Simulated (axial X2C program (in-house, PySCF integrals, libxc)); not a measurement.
## What spin–orbit coupling does to AuB

Computed with an in-house all-electron X2C program for linear molecules (integrals from PySCF). Spin-free means the one-electron spin-free X2C Hamiltonian; two-component (2c) means X2C with spin–orbit coupling and atomic mean-field two-electron Coulomb and Gaunt terms, so the difference of the two also holds small scalar two-electron terms. Basis: Au dyall-cv3z [13s14p9d6f4g], B dyall-v3z [7s6p2d1f] (cores contracted in-house); Gaussian nuclei, density fitting, unrestricted open shells. Masses: Au 196.967 u, B 11.009 u.

Spin-free state: M_S = 0, Λ = 0 (closed shell); fragments Au + B.

```tsv
level	Re (Å)	ωe (cm⁻¹)	De (eV)	μ (D)
PBE0	1.916	657.4	3.535	-1.03
HF	2.018	522.5	1.249	-2.14
MP2	1.865	738.9	3.863	n/a
r2SCAN	1.903	686.6	3.992	-0.91
```

Correlated methods: 14 electrons correlated (number of frozen shells: Au 5 s, 4 p, 2 d, 1 f; B 1 s), 266 virtual spin orbitals or spinors in MP2.

Dipoles are positive if B is the positive end.

Two-component determinant lowest at the distance of the search:

Ω = 0 (closed shell); fragments Au + B.

```csv
level,Re (Å),ωe (cm⁻¹),De (eV),μ (D)
PBE0,1.915,658.0,3.582,-1.03
HF,2.015,527.1,1.262,-2.14
MP2,1.864,739.4,3.911,n/a
r2SCAN,1.903,686.0,4.037,-0.90
```

(1) From the two tables, how do the constants change at the MP2 level (2c against spin-free)?

The state is a single determinant with fixed occupations, the lowest that a limited PBE0 search found. Closed shells are restricted here (equal orbitals for both partners); the stretched side of such a curve lies too high. Dissociation energies refer to the lowest single-determinant-based atoms at the same level and basis. In 2c an atomic determinant is not the ground J level, so De misses part of the atomic spin–orbit lowering. This holds for PBE0, MP2, r2SCAN. Without a current term, density functionals place determinants with orbital angular momentum somewhat too high.

Answers

(1) At the MP2 level Re drops by 0.001 Å and ωe goes up by 0.5 cm⁻¹; De is not compared, since the atomic limits differ or miss part of their spin–orbit lowering.
